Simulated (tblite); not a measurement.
C5H3F3NO (doublet state).
Numbering: `[NH2:1][C:2](=[O:3])/[CH:4]=[C:5]\[C:6]([F:7])=[C:8]([F:9])[F:10]` (hydrogens: H11, H12 on N1; H13 on C4)

Cartesian coordinates in Å at the GFN2-xTB level; atoms count from 1:
```
atom  x, y, z in Å
N1     1.7663    1.0818   -0.1591
C2     1.9982   -0.1506    0.3264
O3     3.0758   -0.6889    0.3399
C4     0.7617   -0.8436    0.8771
C5    -0.4478   -0.5027    0.5917
C6    -1.6087    0.0568    0.1807
F7    -2.1459    1.0473    0.9376
C8    -2.3502   -0.3347   -0.9123
F9    -1.9470   -1.2836   -1.7512
F10   -3.5000    0.2069   -1.2836
H11    0.8527    1.4988   -0.1265
H12    2.5359    1.6092   -0.5375
H13    1.0048   -1.6961    1.4990
```

Method: GFN2-xTB as coded in tblite; computed harmonic values from a numerical Hessian at the method's own geometry, unscaled. Errors from tens to a few hundred cm⁻¹ against measured bands are possible. One conformer, not necessarily the lowest. Open shells enter through the occupations alone, without spin polarisation, and single modes of such species can be off by tens of per cent.

Harmonic wavenumbers (cm⁻¹): 26.9, 50.9, 52.0, 116.7, 139.9, 217.2, 249.7, 300.4, 353.5, 367.5, 400.6, 432.4, 503.4, 514.4, 544.2, 550.2, 622.7, 727.1, 808.0, 844.9, 1025.6, 1040.0, 1132.6, 1232.9, 1251.1, 1283.6, 1435.0, 1526.8, 1778.9, 1930.3, 3021.3, 3466.0, 3536.3.

A = 2619, B = 636.1, C = 579.3 MHz; mass 150.017 u (most abundant isotopes); point group C1, symmetry number 1; spin multiplicity 2.

Task: Zero-point energy?

Result: Half the sum of the wavenumbers: 15741 cm⁻¹ = 45.01 kcal/mol.

Task: Give the ideal-gas entropy at 400 K and 1 bar in the rigid-rotor, harmonic-oscillator model (classical rotation).

Result: Translation 42.41, rotation 31.06, vibration 44.35, spin (R ln 2) 1.38: S = 119.2 cal/(mol K).

Task: And Cp and H(400 K) − H(0)?

Result: Cp = 44.67 cal/(mol K), of which vibrations give 36.73 (their classical limit is 33 R = 65.6); H(400 K) − H(0) = 11.63 kcal/mol without the zero-point energy, 8.45 from vibrations.

Task: Blend soft modes into free rotors: weight 1/[1 + (100 cm⁻¹/ν̃)⁴] for the oscillator and the rest for a rotor with moment μB/(μ + B), μ = h/(8π²ν), B = 10⁻⁴⁴ kg m². What vibrational entropy results?

Result: 38.94 cal/(mol K) in place of 44.35, which changes −T·S at 400 K by +2.16 kcal/mol.

Task: Which modes carry the vibrational entropy at 400 K?

Result: 26.9 cm⁻¹: 6.63; 50.9 cm⁻¹: 5.36; 52.0 cm⁻¹: 5.32; 116.7 cm⁻¹: 3.73; 139.9 cm⁻¹: 3.37; 217.2 cm⁻¹: 2.53 cal/(mol K); the other 27 give 17.41 together.

Task: What must be added to the electronic energy to get the Gibbs energy at 400 K and 1 bar?

Result: ZPE + [H(400 K) − H(0)] − T·S = 45.01 + 11.63 − 47.68 = 8.96 kcal/mol.

Task: How do the functions run with temperature in this model?

Result: 
```csv
T (K),S (cal/(mol K)),Cp (cal/(mol K)),H − H(0) (kcal/mol),G − H(0) (kcal/mol),ln q(vib)
150,85.3,25.5,2.59,-10.20,4.48
250,100.6,34.7,5.62,-19.52,7.51
298.15,107.0,38.4,7.38,-24.52,8.89
600,139.1,53.2,21.49,-61.96,16.68
900,162.2,60.4,38.64,-107.31,23.09
```

q(vib) and H(0) count from the zero-point level.

Hindered rotation and anharmonicity are outside this model. Other conformers, if any are populated, would add a mixing term that is left out. The structure is chiral; the term R ln 2 for an equal mix with its mirror image is left out.
